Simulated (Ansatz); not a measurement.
B5N4⁺, relaxed as a singlet with RKS r2SCAN-D4/def2-SVP in Ansatz, starting from the GFN1-xTB geometry. Force threshold 0.02 eV/Å.

The structure comes from a short search, and lower isomers may exist.

Start:

```tsv
atom	x (Å)	y (Å)	z (Å)
B1	-1.267	-0.613	-1.132
B2	-1.484	0.142	1.004
B3	1.975	0.140	-0.446
B4	1.110	-0.435	-1.642
B5	0.664	0.670	1.541
N6	-0.127	-0.707	-1.860
N7	-0.596	0.604	1.888
N8	-2.037	-0.351	-0.106
N9	1.762	0.549	0.753
```

```csv
step,energy (eV),largest force component (eV/Å),SCF passes
1,-9324.4479,1.951,20
2,-9324.5403,0.679,20
3,-9324.6127,0.650,19
4,-9324.6672,0.293,26
5 (rejected),-9324.5969,1.900,20
6,-9324.6733,0.023,22
7,-9324.6733,0.003,14
```

Force components are those of the run's own axes.

End:

Cartesian coordinates in Å:
```
B -1.233 -0.606 -1.130
B -1.417 0.136 0.959
B 1.902 0.160 -0.359
B 1.002 -0.438 -1.606
B 0.673 0.660 1.509
N -0.180 -0.760 -1.984
N -0.580 0.608 1.888
N -2.032 -0.357 -0.121
N 1.864 0.598 0.844
```

By distances, no bond broke or formed. The bond that changes most is B3–B4, from 1.58 to 1.65 Å (atoms count from 1).

No frequencies were taken in this run, so the end may be a saddle point.

Hardware: 4 threads of Intel Xeon 6975P-C on a shared host. Wall time 5.5 s.
